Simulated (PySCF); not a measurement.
**Sr²⁰⁺: ionisation energy**

Sr²⁰⁺ [Ar] → Sr²¹⁺ [Ne] 3s2 3p5 [3p1/2^2 3p3/2^3, M_J = 3/2], as a difference of total energies. All numbers are calculated (PySCF 2.14, the two-component X2C-1e Hamiltonian, in an uncontracted even-tempered set (19 s from 2.3 bohr⁻², ratio 2.4; 14 p from 2.9 bohr⁻², ratio 2.4; 5 d from 14 bohr⁻², ratio 2.6; 4 f from 21 bohr⁻², ratio 2.6)). Correlated levels: 1s2 frozen; the 56 highest virtual spinors dropped. "Screened" scales the spin-orbit matrix elements by Boettger's factors to mimic the two-electron term; Breit and QED terms are absent.

Question: Order these methods by the ionisation energy they give, lowest first.
A. GHF (spin-free)
B. GHF (screened spin-orbit)
C. GMP2 (spin-free)
D. GMP2 (screened spin-orbit)

Answer: B (931.84 eV), D (932.65 eV), A (936.58 eV), C (937.40 eV).

Breit and QED terms and the two-electron picture change are absent.

The spin-free rows lack the spin-orbit shift.

For comparison: 932 ± 3 eV (semi-empirical (NIST evaluation); NIST Atomic Spectra Database, ionization energies).
